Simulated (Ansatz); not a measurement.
Two isomers of BFH7NSi2: A = `B[SiH](N)[SiH2]F`, B = `B[SiH2][SiH](N)F`.

Isolated molecules relaxed with PBE0-D4/def2-TZVP in Ansatz; ΔE leaves out vibrations. CBS: MP2 limit from def2 TZ/QZ plus the TZ coupled-cluster correction, frozen cores. Functionals use def2-TZVPP. B3LYP here is the variant with VWN-RPA as its local correlation; programs differ in this. Each species was taken in one conformer, which may not be the lowest.

A:

```xyz
12

B     0.175   -1.513    1.296
Si    0.461    0.240    0.396
N    -0.442    1.535    1.085
Si   -0.179   -0.082   -1.846
F    -1.624   -0.783   -1.936
H     0.800   -2.458    0.913
H    -0.619   -1.688    2.173
H     1.941    0.478    0.286
H    -0.605    1.566    2.078
H    -0.426    2.460    0.688
H     0.791   -0.964   -2.549
H    -0.274    1.209   -2.584
```

B:

Z-matrix (Å, degrees):
```
Si
Si 1 2.357
B 1 1.986 2 100.6
H 1 1.489 2 106.8 3 -120.0
H 1 1.488 2 108.7 3 121.8
F 2 1.611 1 106.4 3 -63.8
N 2 1.698 1 108.5 3 59.4
H 2 1.484 1 115.7 3 179.9
H 3 1.198 1 120.2 2 -79.2
H 3 1.194 1 121.8 2 94.1
H 7 1.006 2 122.8 1 -39.1
H 7 1.007 2 122.3 1 160.8
```

(1) Which isomer does CCSD(T)/CBS put lower? Give the gap. (Best estimate.)

(2) Give E(B) − E(A) in kcal/mol with ωB97M-V, PBE0-D4, B3LYP-D4, r2SCAN-D4, CCSD/def2-TZVPP, B3LYP, MP2/def2-TZVPP. (Best estimate.)

Largest T1 diagnostic: 0.014.

## Answers

(1) Ansatz gave: B, by 9.1 kcal/mol.

(2) The calculation gave: ωB97M-V -9.3, PBE0-D4 -9.3, B3LYP-D4 -8.8, r2SCAN-D4 -9.7, CCSD/def2-TZVPP -8.8, B3LYP -8.5, MP2/def2-TZVPP -9.2. None reverses the order clearly.

In def2-TZVPP, CCSD(T) changes the Hartree–Fock value by −1.8 kcal/mol (the triples alone add −0.4 kcal/mol) and MP2 by −1.8 kcal/mol.
